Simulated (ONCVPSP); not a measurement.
# Plane-wave convergence, ONCV potential for F (Z = 9)

* Element: F
* Generator: ONCVPSP 4.0.1
* Type: optimised norm-conserving Vanderbilt (ONCV)
* Functional: LDA (Perdew-Zunger)
* Relativity: scalar-relativistic
* Frozen core: [He]
* Valence charge: 7
* Reference configuration: 2s1.75 2p5.25
* Partial waves: 2s: rc 0.75 bohr, ncon 4, nbas 9, qcut 8.2 1/bohr, 2 projectors, debl 3.3 Ha; 2p: rc 1.25 bohr, ncon 4, nbas 8, qcut 9.7 1/bohr, 3 projectors, debl 1.8 Ha; d scattering state at 0.06 Ha: rc 1.25 bohr, ncon 3, nbas 6, qcut 7.5 1/bohr, 1 projector
* Local potential: polynomial inside 0.55 bohr (lpopt 5, dvloc0 0 Ha)
* Core correction: none

For each optimised wave give the share of its norm inside rc, the residual kinetic energy above qcut (Ha) and the cutoffs (Ha) for errors of 10, 1, 0.1 and 0.01 mHa per electron.

```tsv
wave	norm inside rc	residual KE	10 mHa	1 mHa	0.1 mHa	0.01 mHa
2s	0.321	6.6e-03	30.3	156.8	404.5	471.1
s projector 2	0.047	2.2e-03	22.2	39.2	204.4	528.9
2p	0.678	3.7e-05	30.4	38.0	44.2	94.1
p projector 2	0.067	3.8e-05	27.3	36.9	44.2	65.7
p projector 3	0.102	2.3e-04	33.0	42.2	49.9	91.2
d projector 1	0.000	2.2e-09	0.0	0.1	0.5	1.8
```

The occupied waves need 157 Ha and 405 Ha for 1 and 0.1 mHa. Rows with under 1 % of the norm inside rc give no meaningful cutoff. Its largest configuration-test error is +2161 meV.
